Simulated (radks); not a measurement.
P0.2+, configuration [He] 2s2 2p5.8 3s2 3p3 (fractional occupations, a model configuration). All-electron calculation, scalar-relativistic Kohn-Sham, PBE, spin-unpolarised, spherical densities, point nucleus. Program: a radial shooting solver on a logarithmic mesh with Libxc functionals.

Local quantities along the radius. ELF = 1/(1 + alpha^2) is the electron localisation function; alpha = (tau - tau_W)/tau_unif compares the Pauli kinetic energy density with that of the uniform gas; 4 pi r^2 rho is in e/bohr. tau is taken from the large components.

r (bohr)	ELF	alpha	4 pi r^2 rho
0.007001	1.000	0.01051	1.128
0.007957	1.000	0.01090	1.413
0.008971	1.000	0.01133	1.740
0.0102	1.000	0.01189	2.164
0.0115	1.000	0.01252	2.642
0.01296	1.000	0.01328	3.209
0.01473	1.000	0.01427	3.925
0.01661	1.000	0.01540	4.710
0.01888	1.000	0.01690	5.676
0.02129	1.000	0.01866	6.705
0.024	1.000	0.02088	7.849
0.02728	0.999	0.02391	9.180
0.03075	0.999	0.02763	10.51
0.03495	0.999	0.03291	11.96
0.03941	0.998	0.03963	13.31
0.04444	0.998	0.04886	14.56
0.0505	0.996	0.06289	15.72
0.05694	0.993	0.08210	16.53
0.06472	0.987	0.1130	17.03
0.07297	0.976	0.1577	17.08
0.08227	0.951	0.2276	16.71
0.09351	0.892	0.3478	15.87
0.1054	0.781	0.5288	14.76
0.1198	0.594	0.8272	13.42
0.1351	0.404	1.214	12.21
0.1523	0.273	1.631	11.28
0.1731	0.216	1.906	10.79
0.1952	0.230	1.831	10.93
0.2201	0.310	1.494	11.65
0.2501	0.461	1.081	12.86
0.282	0.620	0.7834	14.15
0.3205	0.747	0.5821	15.28
0.3614	0.817	0.4736	15.78
0.4075	0.852	0.4165	15.48
0.4631	0.864	0.3972	14.23
0.5222	0.851	0.4178	12.30
0.5935	0.799	0.5020	9.771
0.6692	0.670	0.7019	7.348
0.7545	0.423	1.168	5.238
0.8575	0.173	2.184	3.602
0.9668	0.087	3.238	2.725
1.099	0.102	2.963	2.399
1.239	0.247	1.745	2.462
1.397	0.546	0.9113	2.648
1.588	0.770	0.5469	2.766
1.79	0.837	0.4407	2.687
2.035	0.842	0.4325	2.384
2.294	0.813	0.4799	1.955
2.586	0.751	0.5756	1.475
2.94	0.642	0.7470	0.9960
3.314	0.497	1.006	0.6328
3.767	0.321	1.454	0.3561
4.247	0.178	2.146	0.1903
4.789	0.084	3.311	0.09281
5.443	0.031	5.579	0.03846
6.137	0.010	9.753	0.01486
6.975	0.003	19.41	0.004626
7.864	0.001	41.02	0.001317

On this mesh the ELF has minima near r = 0.17, 0.97 bohr, which separate the shells, and maxima near 0.46 (0.86), 2.0 (0.84).
